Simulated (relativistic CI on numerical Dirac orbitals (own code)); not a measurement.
d5 in a ligand field

Computed with a parametric ligand-field model of a d^n configuration (Racah B and C, spin-orbit zeta, crystal field), exact diagonalisation.

Field parameters in Wybourne normalisation: Oh B⁴₀ = 21Dq, B⁴₄ = √(5/14) B⁴₀. The field is a parameter set, without covalency.

B = 650 cm⁻¹, C = 2280 cm⁻¹ (C/B = 3.51), Oh, no spin-orbit coupling. Tanabe-Sugano data, E/B above the lowest term (Δ = |10Dq|; b, c mark the second and third term of a kind):

| Δ/B | 6A1 | 4T1 | 4T2 | 4T1(b) | 2T2 | 2A2 | 2T1 |
| --- | --- | --- | --- | --- | --- | --- | --- |
| 1.0 | 0.00 | 27.34 | 27.52 | 31.74 | 38.85 | 38.93 | 38.95 |
| 5.0 | 0.00 | 24.48 | 26.93 | 34.33 | 34.31 | 36.62 | 36.85 |
| 9.0 | 0.00 | 20.85 | 25.38 | 37.23 | 27.41 | 33.22 | 33.55 |
| 13.0 | 0.00 | 17.06 | 22.85 | 39.57 | 20.05 | 29.52 | 29.89 |
| 17.0 | 0.00 | 13.21 | 19.68 | 41.11 | 12.51 | 25.72 | 26.10 |
| 21.0 | 0.00 | 9.31 | 16.18 | 41.99 | 4.87 | 21.85 | 22.23 |
| 25.0 | 2.84 | 8.23 | 15.35 | 45.33 | 0.00 | 20.78 | 21.17 |
| 29.0 | 10.60 | 12.06 | 19.34 | 53.39 | 0.00 | 24.62 | 25.00 |
| 33.0 | 18.40 | 15.90 | 23.31 | 61.37 | 0.00 | 28.47 | 28.85 |
| 37.0 | 26.22 | 19.77 | 27.27 | 69.32 | 0.00 | 32.34 | 32.72 |
| 41.0 | 34.07 | 23.66 | 31.22 | 77.26 | 0.00 | 36.23 | 36.61 |
| 45.0 | 41.94 | 27.56 | 35.17 | 85.19 | 0.00 | 40.13 | 40.50 |

The ground term changes from 6A1 to 2T2 between Δ/B = 21.0 and 25.0.
